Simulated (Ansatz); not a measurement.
Energy difference R1 → P1 + P2, each structure at its B3LYP-D3(BJ)/def2-TZVP stationary point, reached from a drawn start (curvature not checked).
R1, CrF4 (SMILES [F][Cr]([F])([F])[F]) (charge 0, multiplicity 3):
| atom | x (Å) | y (Å) | z (Å) |
|---|---|---|---|
| Cr | 0.0000 | 0.0000 | 0.0000 |
| F | 0.9931 | 0.9738 | 0.9929 |
| F | 0.9801 | -0.9922 | -0.9876 |
| F | -0.9748 | 0.9994 | -0.9856 |
| F | -0.9984 | -0.9810 | 0.9804 |
P1, CrF3 (SMILES [F][Cr]([F])[F]) (charge 0, multiplicity 4, Z-matrix in Å and degrees):
```
Cr
F 1 1.7317
F 1 1.7317 2 120.00
F 1 1.7317 2 120.00 3 179.89
```
P2: F atom, charge 0, multiplicity 2.

P less R. No zero-point or thermal terms; open shells are unrestricted; no spin–orbit coupling. The spin states of the d-block species are the ones drawn and need not be the lowest.

Frozen-core correlation throughout.

Programs: Ansatz (an electronic-structure program). All values are computed, each at the level named.

Total energies in hartree:

| structure | PBE/def2-TZVPP | B3LYP/def2-TZVPP | CCSD(T)/def2-TZVPP |
|---|---|---|---|
| R1 | -1443.620178 | -1444.212999 | -1442.585669 |
| P1 | -1343.785381 | -1344.301270 | -1342.829660 |
| P2 | -99.669123 | -99.770147 | -99.625056 |

Task: Work out the reaction energy at each level in eV (1 hartree = 27.21139 eV), and say how far PBE/def2-TZVPP lies from CCSD(T)/def2-TZVPP.

Result: 
- PBE/def2-TZVPP: (-1343.785381) + (-99.669123) − (-1443.620178) = 0.165674 hartree = 4.508 eV
- B3LYP/def2-TZVPP: (-1344.301270) + (-99.770147) − (-1444.212999) = 0.141582 hartree = 3.853 eV
- CCSD(T)/def2-TZVPP: (-1342.829660) + (-99.625056) − (-1442.585669) = 0.130953 hartree = 3.563 eV
PBE/def2-TZVPP less CCSD(T)/def2-TZVPP: 0.945 eV. CCSD(T)/def2-TZVPP is the level counted from, the highest shown, and no exact or measured value.
